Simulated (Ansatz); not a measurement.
```yaml
crystal:
  periodic: [false, false, false]
  atoms:
    - {symbol: Li, position_ang: [-0.888901, 0.890315, 1.703399]}
    - {symbol: H, position_ang: [-1.515634, 1.657891, 0.338014]}
    - {symbol: Li, position_ang: [-1.113738, 1.295333, -1.258132]}
    - {symbol: H, position_ang: [-0.164664, 0.311788, -2.243613]}
    - {symbol: Li, position_ang: [0.895908, -0.884082, -1.702955]}
    - {symbol: H, position_ang: [1.517529, -1.656381, -0.337910]}
    - {symbol: Li, position_ang: [1.106004, -1.301896, 1.257491]}
    - {symbol: H, position_ang: [0.163476, -0.312958, 2.243696]}
basis:
  gaussian: {orbitals: 6-31G, nuclear_model: gaussian}
hamiltonian: {xc: {name: wB97X}}
accuracy: high
scf: {lower_state_search: off}
```

```sh
$ ansatz run in.yaml --threads 4 --pin off --events-out ev --progress --plain --max-ram 3916MiB
```

It prints (some lines left out):

```
Functional definition: wB97X
1124 factors; integrals over basis functions are off by at most 2.7e-9 eV
548 factors; integrals over basis functions are off by at most 1.7e-9 eV
mean field evaluation 1: about -883.3688 eV, gradient 1.2e1 eV
mean field evaluation 2: about -884.0790 eV, gradient 1.6e0 eV
mean field evaluation 4: about -884.1066 eV, gradient 4.8e-1 eV
mean field evaluation 8: about -884.1178 eV, gradient 1.3e-2 eV
mean field evaluation 16: about -884.1178 eV, gradient 1.8e-7 eV
mean field -884.11776927 eV, -32.4907287440 hartree, gradient 1.3e-8 eV, S^2 0.000000; 0 other end points of the search recorded, 0 dependent functions left out
reference -884.11776499 eV, -32.4907285867 hartree; 8, 8 occupied and 36, 36 virtual orbitals, 1124 factors
Total energy: -884.11776499 eV, -32.4907285867 hartree
Checks for a lower state left out: stability, starts, cluster_reference, orbital_swaps, neighbouring_geometries, increment
```

Run time 3 s (4 threads of Arm Neoverse V2 on a shared host).
